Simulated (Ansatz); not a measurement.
Isolated molecules relaxed with PBE0-D4/def2-TZVP in Ansatz; ΔE leaves out vibrations. CCSD(T)/CBS is the MP2 limit (def2-TZVPP, def2-QZVPP) plus CCSD(T) − MP2 in def2-TZVPP, frozen cores. Functionals use def2-TZVPP. B3LYP here is the variant with VWN-RPA as its local correlation; programs differ in this. Each species was taken in one conformer, which may not be the lowest.

Reaction (formal exchange of groups at the Si–B bond): `B[SiH](C)CC` + `C=CC(=C)Cl` → `CC[SiH2]C` + `B/C=C(\Cl)C=C`

```json
{"level": "PBE-D4", "ΔE (kcal/mol)": "-13.9", "difference from CCSD(T)/CBS": "-0.8"}
{"level": "r2SCAN-D4", "ΔE (kcal/mol)": "-14.7", "difference from CCSD(T)/CBS": "-1.6"}
{"level": "B3LYP-D4", "ΔE (kcal/mol)": "-14.7", "difference from CCSD(T)/CBS": "-1.6"}
{"level": "ωB97X-V", "ΔE (kcal/mol)": "-12.8", "difference from CCSD(T)/CBS": "0.3"}
{"level": "ωB97M-V", "ΔE (kcal/mol)": "-14.0", "difference from CCSD(T)/CBS": "-0.9"}
{"level": "PBE", "ΔE (kcal/mol)": "-13.8", "difference from CCSD(T)/CBS": "-0.7"}
{"level": "r2SCAN", "ΔE (kcal/mol)": "-14.7", "difference from CCSD(T)/CBS": "-1.6"}
{"level": "B3LYP", "ΔE (kcal/mol)": "-14.6", "difference from CCSD(T)/CBS": "-1.5"}
{"level": "MP2/def2-TZVPP", "ΔE (kcal/mol)": "-15.6", "difference from CCSD(T)/CBS": "-2.5"}
{"level": "SCS-MP2/def2-TZVPP", "ΔE (kcal/mol)": "-14.8", "difference from CCSD(T)/CBS": "-1.7"}
{"level": "CCSD/def2-TZVPP", "ΔE (kcal/mol)": "-12.7", "difference from CCSD(T)/CBS": "0.4"}
{"level": "HF/def2-QZVPP", "ΔE (kcal/mol)": "-13.5", "difference from CCSD(T)/CBS": "-0.4"}
{"level": "MP2/def2-QZVPP", "ΔE (kcal/mol)": "-15.5", "difference from CCSD(T)/CBS": "-2.4"}
{"level": "HF/CBS(def2)", "ΔE (kcal/mol)": "-13.5", "difference from CCSD(T)/CBS": "-0.4"}
{"level": "MP2/CBS(def2)", "ΔE (kcal/mol)": "-15.4", "difference from CCSD(T)/CBS": "-2.3"}
{"level": "CCSD/CBS(def2)", "ΔE (kcal/mol)": "-12.6", "difference from CCSD(T)/CBS": "0.5"}
{"level": "CCSD(T)/CBS", "ΔE (kcal/mol)": "-13.1", "difference from CCSD(T)/CBS": "0"}
```

Largest T1 diagnostic among the species: 0.011.
